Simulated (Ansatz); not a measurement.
Molecule: BiH₅ (charge 0, singlet). SMILES: [BiH5]
Geometry: optimised at B3LYP-D3(BJ)/def2-TZVP (Ansatz, a program for electronic structure).

Wanted: atomisation energy (electronic, to ground-state atoms), in eV. Valence correlation only, unless marked. Open shells are spin-unrestricted. No spin-orbit coupling. Frozen are the shells of the preceding noble gas and the d and f shells that filled before the atom's block. In def2 rows, elements after Kr have scalar-relativistic effective core potentials. The coupled-cluster limit lacks core correlation, which all-electron functionals hold. CBS marks a two-point X^-3 extrapolation of the correlation energy; Hartree-Fock from the larger set.

| level | program | atomisation energy (eV) |
|---|---|---|
| HF/def2-SVP | Ansatz | 4.29 |

Task: Estimate the value at CCSD(T)/CBS(def2-TZVPPD,def2-QZVPPD) as computed with Ansatz.

Result: 9.16 eV
